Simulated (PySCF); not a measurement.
Structure problem from calculated spectra and properties.

Formula: C2H13N3Si4.

| Property | Result |
| --- | --- |
| Rotational structure | rotational constants A, B, C: 1.147, 0.518, 0.467 GHz [GFN2-xTB] |
| 1H NMR | chemical shifts (computed TMS as zero) by class: 5.43 (1 H), 5.29 (1 H), 5.08 (1 H), 4.72 (6 H), 2.21 (1 H), 1.93 (1 H), 0.47 (2 H) ppm [GIAO PBE0/pcSseg-1] |
| NMR, other nuclei | isotropic shieldings of nuclei other than C and H, by class: -27 (1 N), 269 (1 N), 280 (1 N), 363 (1 Si), 398 (2 Si), 405 (1 Si) ppm [GIAO PBE0/pcSseg-1] |
| 13C NMR | chemical shifts (computed TMS as zero) by class: 124.3 (1 C), 2.3 (1 C) ppm [GIAO PBE0/pcSseg-1] |
| Dipole | 3.08 D [PBE0/pcSseg-1] |

The electronic properties come from PySCF, for the isolated species, density fitting. Levels stand in brackets. Isolated species at its GFN2-xTB geometry (one conformer only). GFN2-xTB frequencies show an imaginary mode (26i cm⁻¹), so this geometry is no minimum at that level. NMR values are class means; diastereotopic atoms form classes of their own.

**Question.** Propose a structure and show how it fits.

**Answer.** Numbering: `[N:1]#[C:2][CH2:3][Si@@H:4]([SiH2:5][NH2:6])[N:7]([SiH3:8])[SiH3:9]`. Its formula, C2H13N3Si4, gives 2 degrees of unsaturation: 0 rings and 2 π bonds in the structure found. 2 carbons fall into 2 classes; from least to most shielded: nitrile carbon [C2] (124.3 ppm), sp3 carbon bound to silicon [C3] (2.3 ppm). Hydrogen classes from least to most shielded: 1 H on an SiH silicon, Si4 (5.43 ppm), 1 H on an SiH2 silicon, Si5 (5.29 ppm), 1 H on an SiH2 silicon, Si5 (5.08 ppm), 6 H on 2 SiH3 silicons, Si8/Si9 (4.72 ppm), 1 H on an sp3 carbon bound to silicon, C3 (2.21 ppm), 1 H on an sp3 carbon bound to silicon, C3 (1.93 ppm), 2 H on a silicon-bound nitrogen, N6 (0.47 ppm, a mean of values up to 1.2 ppm apart in this geometry). The other shieldings belong to: -27 ppm, nitrile nitrogen [N1]; 269 ppm, silicon-bound nitrogen [N6]; 280 ppm, nitrogen bridging silicon atoms [N7]; 363 ppm, SiH silicon [Si4]; 398 ppm, SiH3 silicon [Si8/Si9]; 405 ppm, SiH2 silicon [Si5]. The optimised geometry has point group C1 and is an asymmetric top. Structure: `N#CC[Si@@H]([SiH2]N)N([SiH3])[SiH3]`. The assignments are read from this structure; whether some other isomer fits the data as well wasn't checked. The mirror image fits equally.

The values belong to the conformer `[N:1]#[C:2][CH2:3][Si@@H:4]([SiH2:5][NH2:6])[N:7]([SiH3:8])[SiH3:9]`: C2–C3–Si4–Si5 56°, C3–Si4–Si5–N6 -11°, C3–Si4–N7–Si8 -55°, H–N6–Si5–Si4 -42°, H–N6–Si5–Si4 177°.
